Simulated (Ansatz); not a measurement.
The cluster CoI₂, relaxed as a quartet with UKS PBE0-D4/def2-TZVP in Ansatz, starting from the PBE0-D4/def2-TZVP geometry of the neutral doublet. Force threshold 0.02 eV/Å.

In the def2 sets I takes a core potential; there is no spin–orbit coupling. The relaxation made no stability test and no search for a lower SCF solution. The structure comes from a short search, and lower isomers may exist.

Start:

Cartesian coordinates in Å:
```
Co 0.000 0.000 0.000
I -0.529 -1.611 1.716
I 0.529 1.611 -1.716
```

| step | energy (eV) | largest force component (eV/Å) | SCF passes |
| --- | --- | --- | --- |
| 1 | -53826.8809 | 0.081 | 27 |
| 2 | -53826.8816 | 0.022 | 24 |
| 3 | -53826.8817 | 0.000 | 18 |

Force components are those of the run's own axes.

End:

Cartesian coordinates in Å:
```
Co 0.000 0.000 0.000
I -0.530 -1.617 1.722
I 0.530 1.617 -1.722
```

By distances, no bond broke or formed. The bond that changes most is Co1–I2, from 2.41 to 2.42 Å (atoms count from 1).

No frequencies were taken in this run, so the end may be a saddle point.

Hardware: 4 threads of Arm Neoverse N1 on a shared host. Wall time 18 s.
